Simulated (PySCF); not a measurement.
CH₅NSi₂, CH₅BOSi, CH₆AlB₂, C₂H₇AlB (calculated)

Calculation on a computer-drawn molecule: optimised geometry and harmonic frequencies of an isolated molecule of the commonest isotopes, restricted reference for singlets and unrestricted otherwise, frozen core in MP2. Program: PySCF 2.14.0.

Common to all runs: method HF; basis cc-pV(D+d)Z.

```yaml
- entry: 1
  formula: CH5NSi2
  start_structure:
    atoms_angstrom:
      - [C, -1.5522, -0.2157, 2.3494]
      - [Si, -1.0671, -0.4244, 0.7045]
      - ["N", -0.7648, -2.1562, 0.3347]
      - [Si, -0.4733, 0.399, -1.292]
      - [H, -1.6289, 0.7618, 2.7622]
      - [H, -1.7676, -0.9959, 3.076]
      - [H, -0.7969, -2.7978, 0.9832]
      - [H, -1.1953, -2.6255, -0.5076]
      - [H, -0.3253, 1.8448, -0.8894]
  given:
    charge: 0
    multiplicity: 1
    drawn_bonds_atom: [1, 2, 2, 1, 1, 3, 3, 4]
    drawn_bonds_other_atom: [2, 3, 4, 5, 6, 7, 8, 9]
    drawn_bonds_order: [2, 1, 1, 1, 1, 1, 1, 1]
  results:
    optimised_atom_element: [C, Si, "N", Si, H, H, H, H, H]
    "optimised_atom_x [angstrom]": [-1.422, -1.01, -0.9499, -0.4875, -1.427, -1.685, -1.164, -0.7606, -0.6655]
    "optimised_atom_y [angstrom]": [-0.0969, -0.7261, -2.396, 0.6791, 0.9785, -0.6779, -3.105, -2.771, 1.906]
    "optimised_atom_z [angstrom]": [2.189, 0.6608, 0.3364, -1.18, 2.326, 3.067, 1.01, -0.571, -0.3176]
    "modes_frequency [cm^-1]": [29.37, 122.2, 154.3, 242.6, 247.0, 290.9, 416.0, 595.8, 683.3, 764.8, 785.5, 842.8, 903.1, 1062, 1497, 1681, 2178, 3289, 3380, 3798, 3901]
    "modes_reduced_mass [dalton]": [1.265, 1.736, 3.992, 1.55, 2.745, 1.152, 6.383, 1.05, 1.12, 1.265, 1.239, 2.169, 2.225, 4.403, 1.213, 1.12, 1.042, 1.057, 1.112, 1.05, 1.097]
    "rotational_constants [GHz]": [6.565, 3.042, 2.079]
    "total_energy [hartree]": -673.0162
    "convergence_status_largest_gradient_component [hartree/bohr]": 6.992e-06
- entry: 2
  formula: CH5BOSi
  start_structure:
    atoms_angstrom:
      - [C, -0.3216, -0.1226, -0.5455]
      - [B, -1.4142, -1.3288, -0.2132]
      - [O, -1.9171, -1.5021, 0.9792]
      - [Si, -2.4773, -1.6018, 2.459]
      - [H, -0.8051, 0.4791, -1.3637]
      - [H, -0.1809, 0.4639, 0.3096]
      - [H, 0.6006, -0.5048, -0.9229]
      - [H, -1.6223, -2.112, -1.1422]
      - [H, -1.5455, -2.403, 2.9893]
  given:
    charge: 0
    multiplicity: 1
    drawn_bonds_atom: [1, 2, 3, 1, 1, 1, 2, 4]
    drawn_bonds_other_atom: [2, 3, 4, 5, 6, 7, 8, 9]
    drawn_bonds_order: [1, 1, 1, 1, 1, 1, 1, 1]
  results:
    optimised_atom_element: [C, B, O, Si, H, H, H, H, H]
    "optimised_atom_x [angstrom]": [-0.3534, -1.322, -1.803, -2.616, -0.7954, -0.1207, 0.5842, -1.659, -1.599]
    "optimised_atom_y [angstrom]": [-0.1121, -1.304, -1.483, -1.638, 0.5002, 0.5323, -0.5044, -2.097, -2.526]
    "optimised_atom_z [angstrom]": [-0.592, -0.2367, 1.014, 2.434, -1.387, 0.2585, -1.002, -1.081, 3.142]
    "modes_frequency [cm^-1]": [60.38, 70.9, 97.4, 228.2, 398.4, 666.4, 701.6, 903.8, 944.0, 1057, 1073, 1243, 1404, 1465, 1557, 1558, 2087, 2661, 3157, 3215, 3253]
    "modes_reduced_mass [dalton]": [1.636, 5.632, 1.889, 1.113, 3.108, 3.113, 1.107, 2.072, 1.135, 1.766, 2.112, 1.407, 2.165, 2.024, 1.114, 1.058, 1.045, 1.091, 1.04, 1.096, 1.102]
    "rotational_constants [GHz]": [29.21, 2.58, 2.458]
    "total_energy [hartree]": -429.3063
    "convergence_status_largest_gradient_component [hartree/bohr]": 4.631e-06
- entry: 3
  formula: CH6AlB2
  start_structure:
    atoms_angstrom:
      - [C, -1.1358, -1.2937, 0.8597]
      - [B, 0.2131, -0.545, 0.7569]
      - [B, 0.8415, -0.1459, -0.7006]
      - [Al, -0.3209, -0.6934, -2.224]
      - [H, -1.8594, -0.7867, 1.4336]
      - [H, -1.0561, -2.3162, 1.3465]
      - [H, -1.6316, -1.5324, -0.1042]
      - [H, 0.7507, -0.3131, 1.7623]
      - [H, 1.8442, 0.4968, -1.0239]
      - [H, -1.2475, -1.081, -3.4852]
  given:
    charge: 0
    multiplicity: 2
    drawn_bonds_atom: [1, 2, 3, 1, 1, 1, 2, 3, 4]
    drawn_bonds_other_atom: [2, 3, 4, 5, 6, 7, 8, 9, 10]
    drawn_bonds_order: [1, 1, 1, 1, 1, 1, 1, 1, 1]
  results:
    optimised_atom_element: [C, B, B, Al, H, H, H, H, H, H]
    "optimised_atom_x [angstrom]": [-1.265, 0.06613, 0.2527, -0.2841, -1.065, -1.57, -2.112, 1.027, 0.6498, 0.6985]
    "optimised_atom_y [angstrom]": [-1.061, -0.9422, -0.07973, -0.7607, -0.7719, -2.115, -0.4764, -1.557, 1.061, -1.508]
    "optimised_atom_z [angstrom]": [1.319, 0.4669, -0.9573, -2.912, 2.357, 1.36, 0.9541, 0.8731, -0.9214, -3.919]
    "modes_frequency [cm^-1]": [64.56, 100.3, 164.0, 201.5, 315.8, 423.6, 484.8, 649.0, 704.1, 746.5, 807.4, 903.2, 1008, 1066, 1231, 1424, 1553, 1567, 1925, 2618, 2644, 3148, 3206, 3243]
    "modes_reduced_mass [dalton]": [1.247, 2.377, 1.714, 1.649, 1.607, 1.227, 3.709, 1.217, 1.328, 1.139, 2.018, 1.656, 1.847, 2.178, 1.993, 1.278, 1.07, 1.054, 1.044, 1.088, 1.091, 1.04, 1.094, 1.101]
    "rotational_constants [GHz]": [15.57, 2.155, 2.029]
    "total_energy [hartree]": -332.5741
    spin_squared: 0.79
    "convergence_status_largest_gradient_component [hartree/bohr]": 1.616e-05
- entry: 4
  formula: C2H7AlB
  start_structure:
    atoms_angstrom:
      - [C, 0.4777, 1.5584, 0.2096]
      - [B, 1.0764, 0.9118, -1.1583]
      - [C, 0.7317, -0.6466, -1.3352]
      - [Al, -0.6159, -1.1074, 0.0734]
      - [H, -0.1442, 0.8478, 0.8415]
      - [H, -0.1807, 2.3589, 0.0244]
      - [H, 1.2591, 1.9983, 0.8373]
      - [H, 1.6303, 1.4965, -1.8303]
      - [H, 0.4423, -0.8961, -2.3423]
      - [H, 1.6807, -1.2275, -1.2224]
      - [H, -1.589, -1.6407, 1.0779]
  given:
    charge: 1
    multiplicity: 1
    drawn_bonds_atom: [1, 2, 3, 1, 1, 1, 2, 3, 3, 4]
    drawn_bonds_other_atom: [2, 3, 4, 5, 6, 7, 8, 9, 10, 11]
    drawn_bonds_order: [1, 1, 1, 1, 1, 1, 1, 1, 1, 1]
  results:
    optimised_atom_element: [C, B, C, Al, H, H, H, H, H, H, H]
    "optimised_atom_x [angstrom]": [0.9546, 0.4939, 0.6883, -0.9046, 1.19, 0.2473, 1.877, -0.02144, 1.012, 1.407, -2.175]
    "optimised_atom_y [angstrom]": [1.87, 0.9172, -0.6708, -1.67, 1.385, 2.686, 2.354, 1.351, -1.051, -0.9984, -2.519]
    "optimised_atom_z [angstrom]": [0.2286, -0.9205, -0.8598, -0.5512, 1.178, 0.3979, -0.1266, -1.914, -1.842, -0.09821, -0.316]
    "modes_frequency [cm^-1]": [55.12, 93.35, 185.3, 341.5, 395.0, 433.0, 616.7, 641.9, 740.1, 824.3, 914.3, 978.6, 1057, 1100, 1140, 1292, 1443, 1486, 1536, 1562, 2149, 2704, 3123, 3145, 3199, 3220, 3264]
    "modes_reduced_mass [dalton]": [2.653, 1.086, 2.419, 2.002, 1.089, 1.237, 2.276, 1.436, 1.462, 1.735, 1.152, 1.606, 2.013, 1.608, 1.559, 1.561, 1.32, 1.115, 1.051, 1.085, 1.047, 1.094, 1.059, 1.049, 1.099, 1.083, 1.104]
    "rotational_constants [GHz]": [16.49, 2.472, 2.367]
    "total_energy [hartree]": -346.1618
    "convergence_status_largest_gradient_component [hartree/bohr]": 2.165e-05
```
